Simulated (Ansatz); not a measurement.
trans-NiH2(AsH3)2 (NiAs2H8): single points at one geometry.

```yaml
crystal:
  periodic: [false, false, false]
  atoms:
    - {symbol: Ni, position_ang: [0.020947, 0.000273, -0.025887]}
    - {symbol: H, position_ang: [1.443063, -0.139482, 0.468646]}
    - {symbol: As, position_ang: [0.025887, 2.195275, 0.022902]}
    - {symbol: H, position_ang: [-0.994598, 2.871684, 0.912531]}
    - {symbol: H, position_ang: [-0.332576, 2.932740, -1.249024]}
    - {symbol: H, position_ang: [1.204129, 3.071646, 0.408684]}
    - {symbol: H, position_ang: [-1.406560, 0.141021, -0.506369]}
    - {symbol: As, position_ang: [-0.016649, -2.195000, -0.041325]}
    - {symbol: H, position_ang: [-1.142933, -3.051705, -0.590566]}
    - {symbol: H, position_ang: [0.083052, -2.878823, 1.305327]}
    - {symbol: H, position_ang: [1.116249, -2.947629, -0.704918]}
basis:
  gaussian: {orbitals: def2-TZVP, initial_orbitals: start.molden}
hamiltonian: {xc: pbe}
correlation: {method: rpa}
scf: {omitted_lower_state_checks: [starts]}
```

The file start.molden holds the orbitals of an earlier run on this structure, at another level or in another basis.

```sh
$ ansatz run in.yaml --threads 4 --pin off --events-out ev --progress --plain --max-ram 3916MiB
```

It prints (some lines left out):

```
Functional definition: PBE
  name "PBE"
  cite "Perdew, Burke & Ernzerhof, Phys. Rev. Lett. 77, 3865 (1996) doi:10.1103/PhysRevLett.77.3865"
  parent pbe
  parameter kappa = 0.804
  parameter beta = 0.06672455060314922
  exchange = pbe_x(kappa = kappa, mu = beta*pi^2/3)
  correlation = pbe_c(beta = beta)
these checks for a lower state are left out or cut short: starts
1485 factors; integrals over basis functions are off by at most 8.8e-4 eV
mean field evaluation 1: about -162831.3971 eV, gradient 1.4e1 eV
mean field evaluation 2: about -162831.6485 eV, gradient 6.1e-1 eV
mean field evaluation 4: about -162831.6433 eV, gradient 3.3e-3 eV
mean field -162831.64334509 eV, -5983.9525216801 hartree, gradient 3.1e-6 eV, S^2 0.000000; 0 other end points of the search recorded, 0 dependent functions left out
23 core orbitals not correlated: weight in the atoms' cores, before any rotation towards them, 1.000 or more for the frozen orbitals, at most 0.000 for the correlated occupied ones
reference -162712.74700868 eV, -5979.5831619078 hartree; 28, 28 occupied and 138, 138 virtual orbitals, 1485 factors
Total energy: -162765.10301116 eV, -5981.5072095109 hartree
Checks for a lower state left out: starts
```

It took 6 s on 4 threads of Arm Neoverse V1 on a shared host.

As the first input, with `gaussian: {orbitals: def2-SVP, initial_orbitals: start.molden}`, `hamiltonian: {xc: pbe, dispersion: d4}`, `output: {orbitals: {seedname: orbitals}}` and without the key `correlation` (abridged; 1.9 s):

```
Functional definition: PBE
mean field -162810.04417599 eV, -5983.1587668560 hartree, gradient 2.2e-5 eV, S^2 0.000000
Total energy: -162810.31363732 eV, -5983.1686693772 hartree
Checks for a lower state left out: starts
```

The first input with `gaussian: {orbitals: def2-SVP, initial_orbitals: start.molden}`, `hamiltonian: {xc: pbe0, dispersion: d4}`, `output: {orbitals: {seedname: orbitals}}` and without the key `correlation` (abridged; 3.1 s):

```
Functional definition: PBE0
mean field -162813.15838095 eV, -5983.2732117776 hartree, gradient 1.6e-5 eV, S^2 0.000000
Total energy: -162813.38840759 eV, -5983.2816651007 hartree
Checks for a lower state left out: starts
```

First input, but with `gaussian: {orbitals: def2-TZVPD, initial_orbitals: start.molden}`, `hamiltonian: {xc: pbe0, dispersion: d4}`, `output: {orbitals: {seedname: orbitals}}` and without the key `correlation` (abridged; 7 s):

```
Functional definition: PBE0
mean field -162834.50814497 eV, -5984.0578011339 hartree, gradient 2.1e-5 eV, S^2 0.000000
Total energy: -162834.73817455 eV, -5984.0662545651 hartree
Checks for a lower state left out: starts
```

Geometry: PBE0-D4/def2-SVP.

Correlated methods freeze 23 core orbitals; core or outer-core shells of Ni, As are correlated, in sets that lack core-valence functions.
